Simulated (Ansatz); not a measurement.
`[SiH3]C1=C[SiH2]O1`, relaxed with RKS PBE0-D4/def2-TZVP in the Gaussian-basis code of Ansatz from a PBE-D4/def2-SVP geometry. The force threshold is 0.005 eV/Å; the program also tests the step.

Total charge 0; spin multiplicity 1.

Start:

```xyz
11

Si    0.244    1.571    1.251
C     0.002    0.092    0.089
C     0.503   -0.199   -1.153
Si   -0.489   -1.755   -0.996
O    -0.839   -0.941    0.527
H    -1.084    2.219    1.527
H     0.837    1.101    2.549
H     1.168    2.550    0.585
H     1.186    0.391   -1.773
H    -1.726   -1.956   -1.822
H     0.197   -3.074   -0.783
```

```json
{"step": "1", "energy (eV)": "-19964.0997", "largest force (eV/Å)": "0.856", "largest move (Å)": "0.000"}
{"step": "2", "energy (eV)": "-19964.1557", "largest force (eV/Å)": "0.703", "largest move (Å)": "0.028"}
{"step": "3", "energy (eV)": "-19964.1718", "largest force (eV/Å)": "0.121", "largest move (Å)": "0.019"}
{"step": "4", "energy (eV)": "-19964.1723", "largest force (eV/Å)": "0.083", "largest move (Å)": "0.004"}
{"step": "5", "energy (eV)": "-19964.1725", "largest force (eV/Å)": "0.035", "largest move (Å)": "0.005"}
{"step": "6", "energy (eV)": "-19964.1726", "largest force (eV/Å)": "0.013", "largest move (Å)": "0.003"}
{"step": "7", "energy (eV)": "-19964.1726", "largest force (eV/Å)": "0.002", "largest move (Å)": "0.002"}
```

End:

```xyz
11

Si    0.241    1.554    1.237
C     0.005    0.089    0.087
C     0.497   -0.195   -1.137
Si   -0.488   -1.730   -0.970
O    -0.830   -0.952    0.510
H    -1.071    2.196    1.501
H     0.828    1.090    2.519
H     1.157    2.510    0.568
H     1.166    0.397   -1.739
H    -1.702   -1.926   -1.798
H     0.196   -3.033   -0.777
```

Hardware: 4 threads of a server CPU on a shared host. Wall time 20 s, peak host memory 0.58 GiB.
